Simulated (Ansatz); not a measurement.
Z-matrix (Å, degrees):
```
C
C 1 1.524
F 1 1.374 2 111.3
C 1 1.534 2 106.8 3 -121.8
H 1 1.093 2 111.5 3 120.7
C 2 1.510 1 103.0 3 153.7
H 2 1.092 1 109.6 3 38.1
H 2 1.089 1 113.8 3 -84.8
F 4 1.365 1 111.2 2 -130.6
C 4 1.541 1 105.3 2 -10.1
H 4 1.093 1 110.7 2 107.9
F 6 1.356 2 110.3 1 74.2
F 6 1.340 2 114.4 1 -164.0
F 10 1.355 4 108.3 1 99.6
F 10 1.331 4 113.7 1 -139.5
```

The species carries charge 0 and has multiplicity 1.

Task: List the PBE0/def2-TZVPP orbital energies in eV (the Gaussian-basis code of Ansatz). (An estimate is asked.)

Result: Ansatz gave: Occupied: -675.21, -675.20, -675.11, -675.09, -674.63, -674.50, -283.57, -283.55, -281.44, -281.43, -279.44, -36.40, -35.84, -34.67, -34.51, -34.34, -34.29, -24.96, -21.59, -21.14, -18.54, -18.38, -17.23, -17.01, -16.32, -15.95, -15.71, -15.24, -14.81, -14.26, -13.94, -13.48, -13.19, -12.89, -12.88, -12.70, -12.38, -12.16, -12.13, -11.85, -10.89, -10.57, -10.02, -9.50. Lowest empty: 0.22, 1.31, 1.68, 2.13, 2.35, 2.47, 2.62, 3.21.
